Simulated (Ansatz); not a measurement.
A search over several starts for the lowest SCF solution of W6⁺ at the given spin, in a small basis.

```yaml
crystal:
  periodic: [false, false, false]
  atoms:
    - {symbol: W, position_ang: [1.037066, 1.109527, -0.123309]}
    - {symbol: W, position_ang: [-0.135657, -0.094807, -1.846079]}
    - {symbol: W, position_ang: [1.079094, -0.375716, 1.828137]}
    - {symbol: W, position_ang: [-1.200201, -0.448872, 0.824485]}
    - {symbol: W, position_ang: [-1.372170, 1.562560, -0.568531]}
    - {symbol: W, position_ang: [0.591869, -1.752693, -0.114703]}
basis:
  gaussian: {orbitals: def2-SVP, initial_orbitals: start.molden}
total_charge: 1
magnetization: {spin_polarized: true, initial_magnetization: 1}
hamiltonian: {xc: pbe, dispersion: d4}
output: {orbitals: {seedname: orbitals}}
```

The file start.molden holds the orbitals of an earlier run on this structure, at another level or in another basis.

```sh
$ ansatz run in.yaml --threads 4 --pin off --events-out ev --progress --plain --max-ram 4787MiB
```

It prints (some lines left out):

```
Functional definition: PBE
1842 factors; their error is unknown
mean field evaluation 1: about -10952.7966 eV, gradient 2.1e-1 eV
mean field evaluation 2: about -10952.6835 eV, gradient 9.5e-4 eV
mean field evaluation 4: about -10952.6835 eV, gradient 1.5e-5 eV
mean field evaluation 8: about -10952.6835 eV, gradient 4.1e-5 eV
mean field evaluation 16: about -10935.0074 eV, gradient 6.5e1 eV
mean field evaluation 32: about -10951.5020 eV, gradient 1.0e1 eV
mean field evaluation 64: about -10952.5830 eV, gradient 9.5e-1 eV
mean field evaluation 96: about -10952.2741 eV, gradient 2.5e0 eV
mean field -10952.68354712 eV, -402.5036963612 hartree, gradient 7.8e-6 eV, S^2 0.764006; 11 other end points of the search recorded, 0 dependent functions left out
reference -10952.68359355 eV, -402.5036980674 hartree; 42, 41 occupied and 150, 151 virtual orbitals, 1842 factors
Total energy: -10953.28414279 eV, -402.5257678448 hartree
```

It took 86 s on 4 threads of Arm Neoverse V1 on a shared host, peak host memory 0.61 GiB.

In the def2 sets W takes a core potential; there is no spin–orbit coupling. No other spin state of charge 1 was run. The structure comes from a short search, and lower isomers may exist.
